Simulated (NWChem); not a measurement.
Molecule: C4H7F; SMILES C(/C)=C(\F)C

Program: NWChem. Pople sets run with spherical d functions. Coordinates come from a PBE0/def2-SVP optimisation. Level PBE0/6-31G*: single points from the atomic guess with DIIS by default; each run changes one setting, and all converged runs end within 0.3 mHa of each other. cgmin counts macro-iterations, each dearer than a DIIS step. NWChem's automatic level shift, which a small gap switches on, acted in some of these runs.

```tsv
setting	SCF iterations
defaults	8
core-Hamiltonian guess	18
no DIIS, 40 % damping	17
quadratically convergent solver (cgmin)	4
occupation smearing of 0.005 Ha	8
level shift of 0.5 Ha throughout	11
```
